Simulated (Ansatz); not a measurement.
Start from `N[SiH2][GeH2][NH2]` and change one atom or group to get `N[SiH2][GeH3]`.

Ansatz, PBE0-D4/def2-TZVP geometries, multiplicity 1. Each molecule was computed in one conformer, which needn't be the lowest.

Scalar relativity is left out up to krypton.

```tsv
property	`N[SiH2][GeH2][NH2]`
HOMO–LUMO gap (B3LYP/def2-TZVPP) / eV	6.19
HOMO energy (PBE/def2-TZVPP) / eV	-5.44
size of the dipole moment (B3LYP/def2-TZVPP) / D	2.13
LUMO energy (PBE0/def2-TZVPP) / eV	-0.06
HOMO–LUMO gap (ωB97M-V/def2-TZVPP) / eV	10.37
LUMO energy (ωB97M-V/def2-TZVPP) / eV	1.52
```

Q: What does the change do to each property? (An estimate is asked.)

A: The calculation gave: 
```
                                        property  `N[SiH2][GeH3]`  shift
           HOMO–LUMO gap (B3LYP/def2-TZVPP) / eV             6.88   0.69
               HOMO energy (PBE/def2-TZVPP) / eV            -6.01  -0.57
size of the dipole moment (B3LYP/def2-TZVPP) / D             1.58  -0.55
              LUMO energy (PBE0/def2-TZVPP) / eV            -0.02   0.04
         HOMO–LUMO gap (ωB97M-V/def2-TZVPP) / eV            11.15   0.78
           LUMO energy (ωB97M-V/def2-TZVPP) / eV             1.59   0.07
```

Dipoles are sizes alone; their direction can turn.

B3LYP here is the variant with VWN-RPA as its local correlation; programs differ in this.
